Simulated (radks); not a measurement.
Values are calculated unless marked as measured or tabulated.
Problem. W3.5+, configuration [Kr] 4d10 4f14 5s2 5d(up 2, down 2) 5p(up 2.5, down 2) (fractional occupations, a model configuration). Code: a radial shooting solver on a logarithmic mesh with Libxc functionals. Model: scalar-relativistic Kohn-Sham, r2SCAN, spin-polarised, spherical densities, finite nucleus; meta-GGA in the generalised Kohn-Sham scheme; Fermi nuclear charge, rms radius 5.3658 fm. Some entries of the table are withheld. Estimate them.

orbital,occ.,eigenvalue (hartree),<r^2> (bohr^2),r(max) (bohr)
1s up,1,-2557.937,0.0004632,0.01146
1s down,1,-2557.934,0.0004632,0.01146
2s up,1,-443.7073,0.007119,0.06565
2s down,1,-443.7066,0.007119,0.06565
2p up,3,-388.1673,0.005893,0.05388
2p down,3,-388.1653,0.005893,0.05388
3s up,1,-103.7087,0.04612,0.1851
3s down,1,-103.7079,0.04612,0.1851
3p up,3,-87.18214,0.04692,0.1832
3p down,3,-87.18092,0.04692,0.1832
3d up,5,-68.13342,0.03899,0.1495
3d down,5,-68.13190,0.03899,0.1495
4s up,1,-22.79955,0.2281,0.4207
4s down,1,-22.79646,0.2281,0.4208
4p up,3,-17.35525,0.2596,0.4411
4p down,3,-17.35227,0.2595,0.4411
4d up,5,-10.41584,0.3027,0.4524
4d down,5,-10.41211,0.3025,0.4524
5s up,1,-4.42985,1.256,0.9600
5s down,1,-4.39961,1.256,0.9595
5p up,2.5,-3.05632,1.668,1.081
5p down,2,-3.02815,1.674,1.081
4f up,7,-2.73367,(1),0.4298
4f down,7,-2.72712,(2),0.4298
5d up,2,(3),3.114,1.379
5d down,2,(4),3.159,1.385

Solution. 
(1) 4f up <r^2> (bohr^2): 0.4520
(2) 4f down <r^2> (bohr^2): 0.4502
(3) 5d up eigenvalue (hartree): -1.44351
(4) 5d down eigenvalue (hartree): -1.42718
